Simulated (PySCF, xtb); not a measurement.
C5H4F2O, SMILES F/C=C(\OC=C=C)F.

GFN2-xTB in xtb at its own geometry gives an orbital gap of 4.18 eV and a dipole moment of 2.37 D.

The structure is a stationary point at B3LYP-D3(BJ)/def2-SVP. The structure was generated by enumeration; whether it is a known compound was not checked. Other conformers were not sampled.

Q: What does PBE/def2-TZVP (PySCF) give? (Estimate from the structure and the level; the computed values follow.)

A: gap 4.09 eV (levels -5.78 and -1.69 eV), dipole 1.39 D.
